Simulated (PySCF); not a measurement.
## Telling isomers of C2H12O2Si3 apart by NMR

[PySCF 2.14: NMR shieldings at PBE0/pcSseg-1/GIAO; GFN2-xTB structure; equivalent nuclei averaged; one conformer; relativity neglected; isolated molecule]

Shifts are taken against calculated references (same method and geometry level): ¹H, ¹³C against TMS. Where no couplings were computed, multiplicities follow the n + 1 count of equivalent neighbours, and m marks all less simple cases (inequivalent or close neighbours, rings, F or P nearby). Shifts are as computed. Against solution values, carbons near 30 ppm lie about +3 ppm off and those near 130 ppm about +5 ppm. Of 1211 compounds with measured shifts, 218 miss one by over three times the rms of a fit or turn the order of signals round; such compounds aren't used in these exercises.

(1) Tabulate the signals of `CO[SiH2]OC[SiH2][SiH3]`, `CC[SiH](O[SiH3])O[SiH3]` and their relative energies.

(2) What is the quickest way to tell CO[SiH2]OC[SiH2][SiH3] from CC[SiH](O[SiH3])O[SiH3]?

Results:

(1) 
```json
{"SMILES": "CO[SiH2]OC[SiH2][SiH3]", "carbon types": "1×CH2 1×CH3", "δC": "52.7, 50.7", "δH": "4.69 (s, 2H), 4.07 (m, 2H), 4.03 (m, 2H), 3.91 (s, 3H), 3.51 (t, 3H)", "E rel. (kcal/mol)": "76.6"}
{"SMILES": "CC[SiH](O[SiH3])O[SiH3]", "carbon types": "1×CH2 1×CH3", "δC": "13.3, 7.1", "δH": "5.28 (s, 6H), 4.87 (t, 1H), 1.17 (t, 3H), 0.54 (m, 2H)", "E rel. (kcal/mol)": "0.0"}
```

Energies are electronic energies at PBE0/pcSseg-1 on these geometries, without zero-point or thermal terms, each for the one conformer computed, which needn't be the lowest.

(2) Both give the same number of carbon signals, with the same numbers of each carbon type, so the positions decide. The first has a methyl carbon bonded to O (CH3) at 52.7 ppm, the second a methyl carbon (CH3) at 7.1 ppm. Their most deshielded carbons lie at 52.7 and 13.3 ppm. In the proton spectra the most deshielded non-exchanging signals are 4.69 (s, 2H) and 5.28 (s, 6H).
